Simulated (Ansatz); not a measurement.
Start from `[CH3][In]([F])[O][Si](O)(O)O` and change one atom or group to get `O[Si](O)(O)O[SiH2]F`.

Ansatz, PBE0-D4/def2-TZVP geometries, multiplicity 1. Each molecule was computed in one conformer, which needn't be the lowest.

Elements past krypton have def2 core potentials.

```json
{"property": "LUMO energy (PBE/def2-TZVPP) / eV", "`[CH3][In]([F])[O][Si](O)(O)O`": "-1.89"}
{"property": "HOMO–LUMO gap (PBE0/def2-TZVPP) / eV", "`[CH3][In]([F])[O][Si](O)(O)O`": "7.53"}
{"property": "LUMO energy (B3LYP/def2-TZVPP) / eV", "`[CH3][In]([F])[O][Si](O)(O)O`": "-1.33"}
{"property": "LUMO energy (PBE0/def2-TZVPP) / eV", "`[CH3][In]([F])[O][Si](O)(O)O`": "-0.99"}
{"property": "HOMO energy (B3LYP/def2-TZVPP) / eV", "`[CH3][In]([F])[O][Si](O)(O)O`": "-8.24"}
{"property": "HOMO energy (ωB97M-V/def2-TZVPP) / eV", "`[CH3][In]([F])[O][Si](O)(O)O`": "-10.93"}
```

(1) Give the same properties after the change, and the shifts. (Estimate.)

## Answers

(1) Ansatz gave: 
| property | `O[Si](O)(O)O[SiH2]F` | shift |
| --- | --- | --- |
| LUMO energy (PBE/def2-TZVPP) / eV | -0.64 | 1.25 |
| HOMO–LUMO gap (PBE0/def2-TZVPP) / eV | 9.29 | 1.76 |
| LUMO energy (B3LYP/def2-TZVPP) / eV | -0.12 | 1.21 |
| LUMO energy (PBE0/def2-TZVPP) / eV | 0.24 | 1.23 |
| HOMO energy (B3LYP/def2-TZVPP) / eV | -8.83 | -0.59 |
| HOMO energy (ωB97M-V/def2-TZVPP) / eV | -11.37 | -0.44 |

With PBE0 the HOMO falls by 0.53 eV and the LUMO rises by 1.23 eV, so the gap widens by about 1.76 eV. PBE moves the HOMO by -0.58 eV and ωB97M-V by -0.44 eV.

B3LYP here is the variant with VWN-RPA as its local correlation; programs differ in this.
